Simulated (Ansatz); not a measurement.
System: CH4BO2 (charge 0, doublet). It need not be the lowest isomer of its formula. 
Structure (B3LYP-D3(BJ)/def2-TZVP (Ansatz, a first-principles code) minimum search):
```
B
O 1 1.3379
O 1 1.3716 2 123.46
H 3 0.9637 1 113.77 2 0.00
C 1 1.5868 2 116.34 3 -180.00
H 5 1.0878 1 114.06 2 0.00
H 5 1.0928 6 109.06 1 120.86
H 5 1.0928 6 109.06 7 118.28
```
Charge 0, spin multiplicity 2.

Basis-set convergence of Hartree-Fock and CCSD correlation energies (hartree) with Ansatz. Valence correlation only, unless marked. Open shells are spin-unrestricted. No spin-orbit coupling. Non-relativistic.

```
basis    functions       E(HF)  E(corr, CCSD)
-------  ---------  ----------  -------------
cc-pVDZ         76  -214.69590       -0.59147
cc-pVTZ        176           ?              ?
```

Q: What belongs in the gaps?

A: 
- cc-pVTZ, E(HF): -214.76457
- cc-pVTZ, E(corr, CCSD): -0.73316
